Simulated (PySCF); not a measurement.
## Telling isomers of C5H10OSi apart by NMR

Fast rotation and ring inversion assumed for equivalent nuclei, isolated molecule, non-relativistic, one conformer. Shielding tensors at PBE0/pcSseg-1 (GIAO); structure optimised with GFN2-xTB; PySCF.

References, each an isolated molecule treated in the same way: TMS for ¹H and ¹³C. Where no couplings were computed, multiplicities follow the n + 1 count of equivalent neighbours, and m marks all less simple cases (inequivalent or close neighbours, rings, F or P nearby). Shifts are as computed. Against solution values, carbons near 30 ppm lie about +3 ppm off and those near 130 ppm about +5 ppm. Of 1309 compounds with measured shifts, 239 miss one by over three times the rms of a fit or turn the order of signals round; such compounds aren't used in these exercises.

(1) Tabulate the signals of `C[SiH2]O[C@]12C[C@H]1C2`, `[SiH3]O/C=C\C1CC1`, `C=C(C)[C@H]1OC[SiH2]1` and their relative energies.

(2) What is the quickest way to tell C[SiH2]O[C@]12C[C@H]1C2 from [SiH3]O/C=C\C1CC1?

(3) What is the quickest way to tell C[SiH2]O[C@]12C[C@H]1C2 from C=C(C)[C@H]1OC[SiH2]1?

(4) What is the quickest way to tell [SiH3]O/C=C\C1CC1 from C=C(C)[C@H]1OC[SiH2]1?

## Answers

(1) 
```json
{"SMILES": "C[SiH2]O[C@]12C[C@H]1C2", "carbon types": "1×C 1×CH 2×CH2 1×CH3", "δC": "54.6, 34.0, 7.0, -2.2", "δH": "5.09 (q, 2H), 2.09 (m, 1H), 1.86 (m, 2H), 0.61 (m, 2H), 0.26 (t, 3H)", "E rel. (kcal/mol)": "9.4"}
{"SMILES": "[SiH3]O/C=C\\C1CC1", "carbon types": "3×CH 2×CH2", "δC": "144.1, 124.8, 10.6, 8.9", "δH": "6.39 (d, 1H), 5.05 (s, 3H), 4.14 (m, 1H), 2.09 (m, 1H), 0.75 (m, 2H), 0.18 (m, 2H)", "E rel. (kcal/mol)": "0.0"}
{"SMILES": "C=C(C)[C@H]1OC[SiH2]1", "carbon types": "1×C 1×CH 2×CH2 1×CH3", "δC": "159.0, 108.1, 85.1, 62.8, 20.9", "δH": "5.39 (m, 1H), 5.20 (m, 1H), 5.03 (m, 1H), 4.82 (m, 1H), 4.73 (m, 1H), 4.65 (m, 1H), 4.61 (m, 1H), 2.28 (s, 3H)", "E rel. (kcal/mol)": "22.4"}
```

Energies are electronic energies at PBE0/pcSseg-1 on these geometries, without zero-point or thermal terms, each for the one conformer computed, which needn't be the lowest.

(2) Both give the same number of carbon signals, but DEPT or the intensities differ. The first has a three-membered-ring carbon (C) at 54.6 ppm, the second an alkene carbon bearing oxygen (CH) at 144.1 ppm. In the proton spectra the most deshielded non-exchanging signals are 5.09 (q, 2H) and 6.39 (d, 1H).

(3) Count the carbon signals: 4 against 5. The first has a three-membered-ring carbon (C) at 54.6 ppm, the second a fully substituted alkene carbon (C) at 159.0 ppm.

(4) Count the carbon signals: 4 against 5. The first has a three-membered-ring carbon (CH) at 10.6 ppm, the second a fully substituted alkene carbon (C) at 159.0 ppm. Their most deshielded carbons lie at 144.1 and 159.0 ppm. In the proton spectra the most deshielded non-exchanging signals are 6.39 (d, 1H) and 5.39 (m, 1H).
